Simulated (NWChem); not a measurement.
System: GaH$_{3}$O$_{2}$; SMILES [OH][GaH][OH]

Here is an NWChem input.

```
start job
memory heap 200 mb stack 900 mb global 1100 mb
geometry units angstroms
  Ga    -0.325254    -0.044418     0.000000
  H     -1.884215    -0.037968     0.000000
  O      0.568870    -1.602555     0.000000
  H      1.533182    -1.453544     0.000000
  O      0.771024     1.390389     0.000000
  H      0.281215     2.233024     0.000000
end
basis spherical
  Ga library 3-21g
  H library 3-21g
  O library 3-21g
end
dft
  xc b3lyp
  iterations 150
end
driver
  maxiter 120
end
task dft optimize
task dft freq
```

The level has its own optimisation; frequencies are unscaled.

Q: What results follow from this input? (B3LYP/3-21G.) Quantities: r Ga–H (Å); r H–O (Å); highest harmonic frequency (cm⁻¹); lowest (cm⁻¹); zero-point energy (kcal/mol); dipole (D).

A: 
```
Property                           Result
---------------------------------  ------
r Ga–H (Å)                          1.549
r H–O (Å)                           0.985
highest harmonic frequency (cm⁻¹)    3616
lowest (cm⁻¹)                         239
zero-point energy (kcal/mol)         20.4
dipole (D)                           1.81
```
